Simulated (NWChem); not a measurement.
Species: CH$_{3}$Be cation; SMILES [Be+][CH3]

```xyz
5

Be     0.0000     0.0000    -1.1920
C      0.0000     0.0000     0.4590
H      0.7342     0.7342     0.8379
H      0.2687    -1.0029     0.8379
H     -1.0029     0.2687     0.8379
```
Atoms are numbered in this order, from 1.

STO-3G and 3-21G are far too small for this property and stand as cheap habits. The geometry was optimised at PBE0/def2-SVP.

Task: Give the principal values of the shielding tensors (ppm) of Be1, C2 from Hartree-Fock/STO-3G, GIAO (NWChem), with their diamagnetic and paramagnetic parts as GIAO splits them.

Result: 
```tsv
atom	σ11	σ22	σ33	isotropic	diamagnetic	paramagnetic
Be1	102.3	102.3	147.1	117.2	143.9	-26.7
C2	238.8	238.8	243.1	240.3	240.9	-0.6
```
